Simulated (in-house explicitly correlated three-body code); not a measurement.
Results of a calculation; reference values are marked as such.
**Taking the two-electron ground state apart, Z = 3.76**

A variational code in 260 exponentially correlated functions gives, for two electrons around a point charge Z = 3.76 (non-relativistic, fixed nucleus, atomic units): E = -11.9430389, <1/r> = 3.447781 per electron, <1/r12> = 2.041236. From its density, U = 4.253052 (Hartree energy) and T_s = 11.901876 (kinetic energy of the doubly filled orbital √(n/2)). Further, <r²> = 0.266529 per electron, <r12²> = 0.549855 and <p1·p2> = 0.388867.

Problem. Check the virial theorem, and compare with the screened hydrogenic estimate.

Solution. V = −2Z<1/r> + <1/r12> = -25.927313 + 2.041236 = -23.886077, and 2E = -23.886078, so T = −E = 11.943039. A product of 1s orbitals with exponent Z − 5/16 = 3.4475 gives −3.4475² = -11.88526, which is 57.8 millihartree too high.

Problem. Find the exchange and correlation energies of density-functional theory.

Solution. For two electrons in one orbital E_x = −U/2 = -2.126526. The potential part of correlation is U_c = <1/r12> − U − E_x = -0.085290, the kinetic part T_c = T − T_s = 0.041163, and E_c = T_c + U_c = -0.044127 hartree. Restricted Hartree-Fock gives -11.898921, so the correlation energy of wave-function theory is -0.044118.

Problem. What do the second moments say about angular correlation and diamagnetism?

Solution. From r12² = r1² + r2² − 2 r1·r2, <r1·r2> = <r²> − <r12²>/2 = -0.00840 bohr². It vanishes for a product of s orbitals, and its negative sign shows that the electrons favour opposite sides of the nucleus. The Langevin susceptibility is −0.79199e-6 × 2<r²> = -0.4222e-6 cm³/mol.

Problem. How does a model nuclear mass of 7.5 u change the ionisation energy, to first order in m/M (1 hartree = 27.211386 eV)?

Solution. m/M = 1/(7.5 × 1822.8885) = 7.31440e-05. With a fixed nucleus the second electron is bound by −Z²/2 − E = 4.874239 hartree = 132.6348 eV. The reduced mass scales this by 1 − m/M, a change of -9.701 meV. The mass-polarisation term raises the two-electron state by (m/M)<p1·p2> = 28.44 microhartree, a further -0.774 meV. The sum is 132.6243 eV, before relativistic and QED terms.
